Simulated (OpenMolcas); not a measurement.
Zr.

```json
{
  "Program": "OpenMolcas",
  "Basis": "ANO-R2 [7s5p4d2f1g]",
  "Scalar Hamiltonian": "X2C, finite nucleus",
  "Active space": "2 electrons in 5 orbitals (4d)",
  "State averaging": "2S+1 = 3 even, 10 roots; 2S+1 = 1 even, 15 roots",
  "Spin-orbit coupling": "state interaction with AMFI integrals over the reference wave functions, term energies averaged over their components"
}
```

Two sets of levels on these reference wave functions, in cm-1 above 4d2 5s2 3F2: one from CASSCF and one from SS-CASPT2, IPEA 0.25 Eh, imaginary shift 0.1 Eh (closed shells correlated: 4s 4p 5s).

| Level | Set 1 | Set 2 |
| --- | --- | --- |
| 4d2 5s2 3F2 | 0.0 | 0.0 |
| 4d2 5s2 3F3 | 586 | 614 |
| 4d2 5s2 3F4 | 1307 | 1330 |
| 4d2 5s2 1D2 | 8200 | 4790 |
| 4d2 5s2 3P0 | 9260 | 7180 |
| 4d2 5s2 3P1 | 9480 | 7420 |
| 4d2 5s2 3P2 | 10010 | 7880 |
| 4d2 5s2 1G4 | 12400 | 9680 |
| 4d2 5s2 1S0 | 29460 | 20380 |

Which set is which?

Set 2 is SS-CASPT2. Its levels of the other terms of 4d2 5s2 lie at 0.58 to 0.79 of the other set's values, as expected, since terms of lower spin or lower L gain more correlation energy than the Hund ground term. Against 5 measured levels (NIST Handbook of Basic Atomic Spectroscopic Data) the mean absolute deviation is 1600 cm-1 with it and 2900 cm-1 without; single levels miss by up to 7200 cm-1 with it.

CASPT2 breaks the degeneracy within a term, and the mean is taken; among the terms shown or strongly mixed into the levels shown the widest spread is 580 cm-1 (4d2 5s2 1G, SS-CASPT2). With the s shell closed, the reference lacks s² → p², s² → d² and s → d mixing, so excited terms can stand far too high and out of order, with CASPT2 too. Without dynamic correlation excited terms often stand tens of per cent too high (terms of higher spin than the ground term too low), and those without a measured partner can miss by more than the paired ones (holds for CASSCF). Some terms miss by over 15 % even with CASPT2, which points to a basis or an active space too small for the shells correlated (holds for SS-CASPT2). Computed and measured levels are paired by configuration, term and J; levels that our copy of the source lacks, or whose pairing is in doubt (as where it misses far off the trend of its configuration), stay unpaired and out of the deviations. Only configurations of the active space appear.
